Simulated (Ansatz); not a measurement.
Stretching the O3–H9 bond in CH6OSi (SMILES C[SiH2]O) (multiplicity 1 held, fragments rigid). Energies count from the point at 0.960 Å.
Geometry at that point (charge 0, multiplicity 1):
```csv
atom,x (Å),y (Å),z (Å)
Si,-0.1644,0.4453,0.1776
C,1.5608,-0.2420,-0.0259
O,-1.3280,-0.5822,-0.4007
H,-0.3266,1.6859,-0.6099
H,-0.3997,0.7385,1.6162
H,1.6951,-1.1612,0.5492
H,2.3015,0.4806,0.3267
H,1.7741,-0.4625,-1.0736
H,-1.4835,-1.4062,0.0661
```

R- and RO- levels are restricted; in cc, def2 and unpolarised 6-31G sets they are followed outwards from rest. U- levels take the lowest unrestricted solution at each point, which mixes spins at long bonds. Active spaces are followed from a long bond inwards. Curves can end on different states.

Correlated levels freeze the cores.

Programs: Ansatz (Gaussian basis) for Hartree–Fock, density functionals and correlated methods. Values without a source in brackets are computed.

Energies in kcal/mol.

```csv
R (Å),U-HF/cc-pV(D+d)Z,R-MP2/cc-pV(D+d)Z,R-SCS-MP2/cc-pV(D+d)Z,"SC-NEVPT2 on CASSCF(4,3)/cc-pV(D+d)Z","FIC-MRCISD+Q on CASSCF(4,3)/cc-pV(D+d)Z"
0.768,34.0,38.7,38.7,41.6,38.4
0.864,5.5,7.8,7.8,9.4,7.7
0.960,0.0,0.0,0.0,0.0,0.0
1.056,6.6,4.3,4.2,3.6,4.3
1.152,19.3,14.7,14.6,13.5,14.7
1.296,42.8,34.9,34.5,33.3,34.4
1.440,65.8,55.8,55.2,53.9,54.3
1.680,82.3,86.7,85.3,82.8,81.6
1.920,86.5,110.2,107.8,101.8,99.1
2.207,87.6,128.9,124.9,113.4,109.6
2.591,87.6,140.4,133.9,118.8,114.6
3.071,87.7,139.6,129.2,120.5,116.1
```

Doubts at one or more of the structures used: a spin-contaminated determinant (U-HF/cc-pV(D+d)Z); a restricted determinant that unrestricted orbitals would lower (R-MP2/cc-pV(D+d)Z, R-SCS-MP2/cc-pV(D+d)Z); active orbitals that take no part (SC-NEVPT2 on CASSCF(4,3)/cc-pV(D+d)Z, FIC-MRCISD+Q on CASSCF(4,3)/cc-pV(D+d)Z).

Ansatz is a quantum-chemistry and plane-wave program.
